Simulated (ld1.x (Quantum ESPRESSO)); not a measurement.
Which change was made? (Li, TM)

lithium (Li), norm-conserving Troullier–Martins (Kleinman–Bylander form), made with ld1.x (Quantum ESPRESSO) 7.5 (PBE, scalar-relativistic). Core [He], reference 2s1 2p0. Waves: 2p (bound, empty): rc 4.20 bohr; 3d channel at 0.35 Ry: rc 3.30 bohr; 2s (bound): rc 2.15 bohr. Local part: the s channel. Core correction: Bessel-smoothed model core inside 1.45 bohr.

Cutoffs, loose and tight: the cutoffs (Ry, on a coarse ladder) from which the occupation-weighted sum of valence levels, in a spherical-Bessel basis at the reference potential, stays within 10 and 1 mRy of its value at 400 Ry. They do not see the model core or the augmentation charge, which bear on the density cutoff. Test errors are all-electron minus pseudo excitation energies from the reference, over the configurations 2s0.5 2p0; 2s0 2p1; variants that change the core or the reference have their own tests.

The base gives: outcome: generated; cutoff, loose: 6 Ry; cutoff, tight: 6 Ry; bound ghosts: none; largest test error (meV): -6.9.

(1) After one change the result is: outcome: generated; cutoff, loose: 6 Ry; cutoff, tight: 6 Ry; bound ghosts: none; largest test error (meV): -24. Which change was it?
A. wave 2p (bound): rc 4.20 bohr becomes 2p (bound): rc 5.04 bohr
B. wave 2p (bound): rc 4.20 bohr becomes 2p (bound): rc 6.36 bohr
C. wave 2p (bound): rc 4.20 bohr becomes 2p (bound): rc 2.84 bohr

## Answers

(1) B. The others give: wave 2p (bound): rc 4.20 bohr becomes 2p (bound): rc 5.04 bohr → outcome: generated; cutoff, loose: 6 Ry; cutoff, tight: 6 Ry; bound ghosts: none; largest test error (meV): -16 | wave 2p (bound): rc 4.20 bohr becomes 2p (bound): rc 2.84 bohr → outcome: generated; cutoff, loose: 6 Ry; cutoff, tight: 6 Ry; bound ghosts: none; largest test error (meV): +2.4.
